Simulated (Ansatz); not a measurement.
An input meant for SiEt3(NCO) (C7H15NOSi) (charge 0, singlet).

```yaml
crystal:
  periodic: [false, false, false]
  atoms:
    - {symbol: Si, position_ang: [0.043859, 0.073946, 0.033252]}
    - {symbol: C, position_ang: [-0.191116, 0.090496, 1.911068]}
    - {symbol: C, position_ang: [0.298313, -1.171260, 2.635254]}
    - {symbol: H, position_ang: [-1.272533, 0.256608, 2.110955]}
    - {symbol: H, position_ang: [0.326656, 0.995762, 2.301219]}
    - {symbol: H, position_ang: [0.106350, -1.122119, 3.726890]}
    - {symbol: H, position_ang: [-0.209339, -2.079246, 2.249831]}
    - {symbol: H, position_ang: [1.389048, -1.326629, 2.502384]}
    - {symbol: C, position_ang: [1.866306, -0.117055, -0.439772]}
    - {symbol: C, position_ang: [2.131880, -0.270908, -1.943671]}
    - {symbol: H, position_ang: [2.265993, -0.994414, 0.114697]}
    - {symbol: H, position_ang: [2.407772, 0.765853, -0.031015]}
    - {symbol: H, position_ang: [3.210734, -0.411892, -2.160920]}
    - {symbol: H, position_ang: [1.592182, -1.146110, -2.360231]}
    - {symbol: H, position_ang: [1.797336, 0.620122, -2.514362]}
    - {symbol: C, position_ang: [-0.732169, 1.596558, -0.779534]}
    - {symbol: C, position_ang: [-2.244696, 1.745002, -0.565016]}
    - {symbol: H, position_ang: [-0.498191, 1.551447, -1.865933]}
    - {symbol: H, position_ang: [-0.189939, 2.489576, -0.394378]}
    - {symbol: H, position_ang: [-2.652634, 2.635698, -1.085807]}
    - {symbol: H, position_ang: [-2.792753, 0.858597, -0.945346]}
    - {symbol: H, position_ang: [-2.500681, 1.850694, 0.509679]}
    - {symbol: N, position_ang: [-0.801311, -1.334374, -0.584339]}
    - {symbol: C, position_ang: [-1.387762, -2.302881, -1.005602]}
    - {symbol: O, position_ang: [-1.963285, -3.253481, -1.419314]}
basis:
  gaussian: {orbitals: def2-TZVP, fitting: {mean_field: def2-universal-jkfit}}
magnetization: {spin_polarized: true, initial_magnetization: 0}
hamiltonian: {xc: {name: HF}}
correlation: {method: mp2, frozen_orbitals: {Si: 9}}
scf: {omitted_lower_state_checks: [starts]}
```

```sh
$ ansatz run in.yaml --threads 2 --pin off --events-out ev --progress --plain --max-ram 32768MiB --backend cuda --devices 0, --max-vram 18GiB
```

Output, abridged:

```
Functional definition: HF
Error: "frozen_orbitals" has no count for C
```

Something in this input is off. What?

Frozen orbitals are typed for one element alone, and the program wants a count for each (the count typed has to fit that element's core, too). The input was rejected before any iteration.
